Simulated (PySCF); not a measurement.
Spinor energies of Zr³¹⁺ (zirconium, charge +31)

Start: [He] 2s2 2p5; 2p1/2 filled at m_j = +1/2; 2p3/2 filled at m_j = -3/2, -1/2, +1/2, +3/2. Calculated with PySCF 2.14 in an even-tempered Gaussian basis (17 s from 12 bohr⁻², ratio 2.4; 12 p from 15 bohr⁻², ratio 2.4; 5 d from 59 bohr⁻², ratio 2.6; 4 f from 88 bohr⁻², ratio 2.6): generalised Hartree-Fock with the X2C-1e Hamiltonian and a Gaussian nucleus; one run each with spin-orbit coupling (SO) screened by Boettger's factors, then bare. This is a chosen level, not necessarily the ground level.

```tsv
spinor shell	electrons	ε, screened SO (eV)	ε, bare SO (eV)	weight of nominal j (bare SO)	rms radius, bare SO (bohr)
1s1/2	2	-19935.5	-19935.7	1.000	0.0425
2s1/2	2	-4231.3	-4231.3	1.000	0.171
2p1/2	1	-4056.8	-4060.3	1.000	0.148
2p3/2	4	-3954.9	-3953.4	1.000	0.152
```

```tsv
quantity	screened SO	bare SO
E (hartree)	-2775.66615	-2775.57431
M_J	1/2	1/2
⟨J²⟩	0.750	0.750
⟨L²⟩	2.001	2.002
⟨S²⟩	0.751	0.751
```

Each row is a mean over spinors that exchange with the open shell spreads, by up to 10.719 eV (2p3/2).

Breit and QED terms are absent; they matter most for the inner s and p1/2 levels.

Densities and radii are taken from the X2C orbitals without a picture-change correction, which distorts them close to the nucleus.
